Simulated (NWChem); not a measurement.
Species: CdHSeF; SMILES [F][Cd][SeH]

```xyz
4

Cd    -0.5002     0.3835     0.0018
F     -0.8725     2.2823    -0.0044
Se    -0.0405    -2.0064     0.0182
H      1.4121    -1.7586    -0.0048
```
Atoms are numbered in this order, from 1.

Level: PBE0/def2-SVP with def2 effective core potentials on Cd (NWChem), optimised geometry, unscaled harmonic frequencies. This build's default masses of Se (78.918 u) and Br (79.917 u) are each other's, which moves their modes by up to 0.6 %. def2 effective core potentials on Cd; no spin-orbit coupling.

| frequency (cm⁻¹) | IR intensity (km/mol) |
|---|---|
| 100 | 15.1 |
| 103 | 13.9 |
| 246 | 1.9 |
| 600 | 0.6 |
| 618 | 68.1 |
| 2439 | 8.4 |

The zero-point energy is 5.9 kcal/mol, the thermal correction to the enthalpy at 298.15 K (with zero-point energy) is 9.7 kcal/mol and the heat capacity Cv is 13.6 cal/(mol K). The entropy at 298.15 K and 1 atm (symmetry number 1) comes out as 75.8 cal/(mol K).

Rigid rotor and harmonic oscillator.
